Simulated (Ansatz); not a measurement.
Species: CH$_{4}$N, charge 1, singlet. CH4N+ (SMILES C=[NH2+]).
B3LYP-D3(BJ)/def2-TZVP minimum from Ansatz (a first-principles code):
```
C
N 1 1.2713
H 2 1.0185 1 121.82
H 2 1.0185 3 116.36 1 -180.00
H 1 1.0846 2 119.73 3 -180.00
H 1 1.0846 5 120.53 2 180.00
```
Charge +1, spin multiplicity 1.

Total energies in cc-pVTZ, 12 correlated electrons, 2 frozen orbitals. Open shells are spin-unrestricted; no spin-orbit coupling. Correlated methods leave the cores frozen. No relativity.

```
method    program  energy (Eh)  minus CCSDT(Q) (mEh)
--------  -------  -----------  --------------------
HF         Ansatz    -94.42359                395.55
MP2        Ansatz    -94.78175                 37.39
CCSD       Ansatz    -94.80356                 15.58
CCSD(T)    Ansatz    -94.81811                  1.03
CCSDT(Q)   Ansatz    -94.81914                  0.00
```

Rough core times of Ansatz's runs on a shared machine: CCSD(T) under 20 s, CCSDT(Q) 6 min.
